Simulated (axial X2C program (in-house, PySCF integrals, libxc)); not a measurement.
# BeP⁻ along the bond: HF, two-component

Computed with an in-house relativistic program for diatomic molecules. Two-component (2c) means X2C with spin–orbit coupling and atomic mean-field two-electron Coulomb and Gaunt terms. Basis: P dyall-av3z [9s8p3d2f], Be dyall-av3z [9s9p4d2f] (cores contracted in-house); Gaussian nuclei, density fitting, unrestricted open shells. Masses: P 30.974 u, Be 9.012 u.

State: Ω = 2 (⟨Sz⟩ = 1.00, ⟨Lz⟩ = 1.00 at HF). Dipoles are positive if Be is the positive end and refer to the centre of mass.

Results along the bond:

```json
{"R (Å)": "1.706", "μ (D)": "-1.524", "HOMO (eV)": "-2.15", "LUMO (eV)": "2.52"}
{"R (Å)": "1.784", "μ (D)": "-1.282", "HOMO (eV)": "-1.97", "LUMO (eV)": "2.50"}
{"R (Å)": "1.843", "μ (D)": "-1.100", "HOMO (eV)": "-1.85", "LUMO (eV)": "2.49"}
{"R (Å)": "1.902", "μ (D)": "-0.925", "HOMO (eV)": "-1.73", "LUMO (eV)": "2.48"}
{"R (Å)": "1.961", "μ (D)": "-0.760", "HOMO (eV)": "-1.61", "LUMO (eV)": "2.47"}
{"R (Å)": "2.030", "μ (D)": "-0.591", "HOMO (eV)": "-1.49", "LUMO (eV)": "2.46"}
{"R (Å)": "2.098", "μ (D)": "-0.461", "HOMO (eV)": "-1.37", "LUMO (eV)": "2.45"}
{"R (Å)": "2.187", "μ (D)": "-0.378", "HOMO (eV)": "-1.23", "LUMO (eV)": "2.45"}
{"R (Å)": "2.294", "μ (D)": "-0.453", "HOMO (eV)": "-1.11", "LUMO (eV)": "2.44"}
{"R (Å)": "2.451", "μ (D)": "-0.885", "HOMO (eV)": "-1.07", "LUMO (eV)": "2.45"}
```

Occupations by symmetry block were frozen at the best pattern of an incomplete PBE0 search. PBE0 can misorder states that lie within some tenths of an eV, so this need not be the ground state of the molecule. The nearest other spin-free determinant of the search, M_S = 0, Λ = 1, lies 0.04 eV up at the distance of the search. With several unpaired electrons one determinant need not be a pure state. A state of lower Ω lies just above, and one determinant can place such states too high, so the state shown need not be the lowest. The search has Ω = 1 only 0.04 eV up. Open-shell Ω = 0 determinants with evenly filled partner blocks cannot be reached by this program, so the Ω shown need not be the lowest component. The LUMO of an anion is an unbound level whose energy the basis sets.
